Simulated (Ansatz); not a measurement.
BBr₃ (SMILES BrB(Br)Br), singlet, at a GFN2-xTB geometry. Base run: HF/def2-SVP in Ansatz (a quantum-chemistry and plane-wave program).

The Ansatz input:
Ansatz 0.2 input:
```yaml
crystal:
  periodic: [false, false, false]
  atoms:
    - {symbol: B, position_ang: [0.01808306, -0.01978242, -0.03760993]}
    - {symbol: Br, position_ang: [-1.50731106, -1.11118164, -0.13755349]}
    - {symbol: Br, position_ang: [0.01971195, 1.66670358, -0.86448993]}
    - {symbol: Br, position_ang: [1.48501581, -0.55269588, 1.00741627]}
basis:
  gaussian:
    orbitals: def2-SVP
hamiltonian:
  xc: hf
```

The base run was repeated with changes; each row names its change, and settings that it needs were set with it.

```tsv
change	ΔE vs base (mEh)
base	0.000
point_charge = charge:-1.0 position_ang:1.789, 0.6168, 4.4886	-4.799
accuracy = high	-0.007
lower_state_search = light	0.000
fitting.mean_field = def2-universal-JKFIT	[?]
nuclear_model = gaussian	[?]
point_charge = charge:1.0 position_ang:0.1167, 0.5944, 4.8315	-2.718
lower_state_search = off	0.000
fitting.mean_field = cc-pVTZ-JKFIT	0.033
point_charge = charge:0.5 position_ang:4.087, 0.8426, 2.5224	-1.825
lower_state_search = full	0.000
```

Q: Some entries are withheld; supply them.

A: 
- fitting.mean_field = def2-universal-JKFIT, ΔE vs base (mEh): 0.191
- nuclear_model = gaussian, ΔE vs base (mEh): 37.759
